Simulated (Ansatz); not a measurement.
HfSe₂⁺, relaxed as a doublet with UKS PBE0-D4/def2-TZVP in Ansatz, starting from the GFN2-xTB geometry. Force threshold 0.02 eV/Å.

In the def2 sets Hf takes a core potential; there is no spin–orbit coupling. The relaxation made no stability test and no search for a lower SCF solution. The structure comes from a short search, and lower isomers may exist.

Start:

```xyz
3

Hf    0.469    0.488    0.697
Se    1.238   -1.518   -0.446
Se   -1.708    1.030   -0.251
```

Estimate the energy that the relaxation releases and the steps that it takes.

29.9 kJ/mol, in 5 steps; 21 s on 4 threads of Arm Neoverse V2 on a shared host. No frequencies were taken in this run, so the end may be a saddle point.

Does the start keep its bonding and symmetry?

By distances, no bond broke or formed. The bond that changes most is Hf1–Se3, from 2.44 to 2.35 Å (atoms count from 1). Point group C2v at the start, C2v at the end, both within 0.05 Å.

Predict the relaxed structure.


```tsv
atom	x (Å)	y (Å)	z (Å)
Hf1	0.5335	0.5557	0.7926
Se2	0.9858	-1.3616	-0.4795
Se3	-1.5193	0.8058	-0.3131
```
Bond lengths: 2 × Hf–Se 2.34 to 2.35 Å.
